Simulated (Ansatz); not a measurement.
Isolated molecules relaxed with PBE0-D4/def2-TZVP in Ansatz; ΔE leaves out vibrations. CCSD(T)/CBS adds triple-zeta CCSD(T) − MP2 to the extrapolated MP2 energy (def2 sets, frozen cores). Functionals use def2-TZVPP. For Se outer-core shells are correlated without core-valence functions, which leaves a few kJ/mol of doubt a bond. Scalar relativity is left out up to krypton. Each species was taken in one conformer, which may not be the lowest.

`C[SiH](N)[SiH2]O` + `N[SiH2][SeH]` → `O[SiH2][SiH2][SeH]` + `C[SiH](N)N`  (redistribution)

```csv
level,ΔE (kJ/mol)
r2SCAN-D4,-22.3
MP2/def2-TZVPP,-22.4
```

(1) What does CCSD(T)/CBS give? (An estimate is asked.)

Largest T1 diagnostic among the species: 0.011.

## Answers

(1) Ansatz gave: -24.0 kJ/mol. The listed levels differ from it by 1.7, 1.6 kJ/mol.
